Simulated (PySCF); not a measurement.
Electron correlation in F⁻ (fluorine, charge -1)

[Ne], closed-shell 1S. Calculation: PySCF 2.14, in aug-cc-pwCVTZ (7s6p4d2f, 59 functions); no relativity, point nucleus. Frozen: nothing; 10 electrons correlated.

```csv
level,correlation energy (mhartree)
CCSD,-349.76
(T),-11.09
CCSD(T),-360.85
```

Diagnostics: T1 = 0.018, D1 = 0.0318, largest double amplitude 0.036.

Problem. Is a single reference adequate?

Solution. Yes: T1 lies below 0.03 and no double amplitude reaches 0.07.
